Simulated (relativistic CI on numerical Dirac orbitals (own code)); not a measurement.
**d1 to d9 in one octahedral field**

Computed with a parametric ligand-field model without spin-orbit coupling, by exact diagonalisation: B = 440, C = 2000, 10Dq = 32600 cm⁻¹ (Oh; |10Dq|/B = 74.1) for every shell. Energies in cm⁻¹; the field energy is (0.6 n_e − 0.4 n_t2) × 10Dq of the ground term; g labels are left out. So small a B with so large a field is typical of 4d and 5d ions, where spin-orbit coupling, left out here, reaches 1,000 to 4,000 cm⁻¹.

| Shell | Ground term | Electrons in e | Field energy | First spin-allowed bands | Lowest term of other spin |
| --- | --- | --- | --- | --- | --- |
| d1 | 2T2 | 0.000 | -13040 | 2E 32600 |  |
| d2 | 3T1 | 0.005 | -25913 | 3T2 31470, 3T1 36939 | 1T2 6758 |
| d3 | 4A2 | 0.000 | -39120 | 4T2 32600, 4T1 37639 | 2E 9584 |
| d4 | ? | ? | ? | ? | ? |
| d5 | 2T2 | 0.018 | -64627 | 2A2 29884, 2T1 30038 | 4T1 22979 |
| d6 | 1A1 | 0.014 | -77776 | 1T1 31023, 1T2 37526 | 3T1 26862 |
| d7 | 2E | 1.009 | -58389 | 2T1 30922, 2T2 31458 | 4T1 22999 |
| d8 | 3A2 | 2.000 | -39120 | 3T2 32600, 3T1 37639 | 1E 7485 |
| d9 | 2E | 3.000 | -19560 | 2T2 32600 |  |

Problem. Fill in the row of d4.

Solution. Ground term: 3T1; Electrons in e: 0.009; Field energy: -51867; First spin-allowed bands: 3E 30578, 3T1 31083; Lowest term of other spin: 1T2 6032. Low spin: d4, d5, d6, d7; the other shells keep the spin of the free ion. Only d4 to d7 can choose; the field needed to pair spins is smallest for d6 and largest for d5, which loses most exchange energy. In the strong-field picture 10Dq must exceed about 6B + 5C = 12640 (d4), 7.5B + 5C = 13300 (d5), 2.5B + 4C = 9100 (d6) and 4B + 4C = 9760 (d7); mixing of terms shifts these bounds somewhat.
